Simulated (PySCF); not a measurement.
Highest occupied level (eV) of eight silicon and germanium compounds: PBE beside CAM-B3LYP, computed with PySCF for isolated molecules in the bases named; differences from unrounded values. The eight are the first of their class met in an unordered collection, after screening for sound electronic states; none was chosen by its value. Each molecule has one DFT geometry for both levels.

```json
[
 {"molecule": "germylmethylgermane (CH₈Ge₂), SMILES [GeH3][CH2][GeH3]", "basis": "def2-TZVP", "CAM-B3LYP": "-9.77", "PBE": "-7.29", "difference": "2.48"},
 {"molecule": "CH8GeSi, SMILES [SiH3][CH2][GeH3]", "basis": "def2-TZVP", "CAM-B3LYP": "-9.92", "PBE": "[?]", "difference": "[?]"},
 {"molecule": "GeF₂Cl₂, SMILES [F][Ge]([F])([Cl])[Cl]", "basis": "def2-TZVP", "CAM-B3LYP": "-11.52", "PBE": "-8.63", "difference": "2.89"},
 {"molecule": "Si(F)2(GeH3)(OH) (F2GeH4OSi), SMILES O[Si](F)(F)[GeH3]", "basis": "def2-TZVP", "CAM-B3LYP": "-10.41", "PBE": "-7.80", "difference": "2.62"},
 {"molecule": "Ge(F)3(SeH) (F3GeHSe), SMILES [Ge]([F])([SeH])([F])[F]", "basis": "def2-TZVP", "CAM-B3LYP": "-9.71", "PBE": "[?]", "difference": "[?]"},
 {"molecule": "CH₁₁NSi₄, SMILES N[SiH2][SiH]1[SiH2]C[SiH2]1", "basis": "def2-TZVP", "CAM-B3LYP": "-8.32", "PBE": "[?]", "difference": "[?]"},
 {"molecule": "C2H4Cl2Si2, SMILES Cl[SiH](Cl)C#C[SiH3]", "basis": "def2-TZVP", "CAM-B3LYP": "-9.88", "PBE": "-7.36", "difference": "2.52"},
 {"molecule": "C₂H₈O₂Si, SMILES [SiH2](O)[C@@H](O)C", "basis": "def2-TZVP", "CAM-B3LYP": "-8.91", "PBE": "-6.04", "difference": "2.87"}
]
```

### Question
What belongs in the gaps? (Estimate from the structure and the level; the computed values follow.)

### Answer

- CH₁₁NSi₄, SMILES N[SiH2][SiH]1[SiH2]C[SiH2]1, PBE: -5.99
- CH₁₁NSi₄, SMILES N[SiH2][SiH]1[SiH2]C[SiH2]1, difference: 2.33
- CH8GeSi, SMILES [SiH3][CH2][GeH3], PBE: -7.40
- CH8GeSi, SMILES [SiH3][CH2][GeH3], difference: 2.52
- Ge(F)3(SeH) (F3GeHSe), SMILES [Ge]([F])([SeH])([F])[F], PBE: -7.12
- Ge(F)3(SeH) (F3GeHSe), SMILES [Ge]([F])([SeH])([F])[F], difference: 2.59

PBE lies below CAM-B3LYP in 0 and above it in 8 of the eight; the mean signed difference is 2.60 and the largest 2.89 eV.
